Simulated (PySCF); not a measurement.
## C₆ coefficients of unlike pairs at PBE

Calculated with PySCF 2.14 from the dipole response of each species, C₆(A,B) = (3/π) ∫ α_A(iu) α_B(iu) du, in atomic units, from isotropic polarisabilities. For ions this is the dispersion term alone; charge-induced terms of lower order in 1/R come first.

```csv
species,configuration,basis,relativity,α (bohr³),C₆ (like pair)
Li,[He] 2s1 (2S),aug-cc-pVDZ (4s3p2d),none,143.2,1141
Zn³⁺,[Ar] 3d9 (2D),aug-cc-pwCVTZ-DK (10s9p7d4f3g),spin-free X2C,1.561,3.586
Mg²⁺,[Ne] (1S),aug-cc-pCVQZ-DK (10s9p7d5f3g),spin-free X2C,0.5031,0.6049
Be⁺,[He] 2s1 (2S),dyall-av3z (15s9p4d2f),none,21.53,57.33
```

Question: Estimate C₆ for Mg²⁺ with Li.

Answer: The integral gives 7.925. The combination rule 2 C_A C_B / (C_A α_B/α_A + C_B α_A/α_B) gives 7.833 and the geometric mean 26.27.

No spin-orbit coupling is included.

The other pairs:

```csv
pair,C₆
"Be⁺, Zn³⁺",8.005
"Zn³⁺, Li",24.04
"Mg²⁺, Zn³⁺",1.454
"Be⁺, Li",236.1
"Be⁺, Mg²⁺",2.733
```
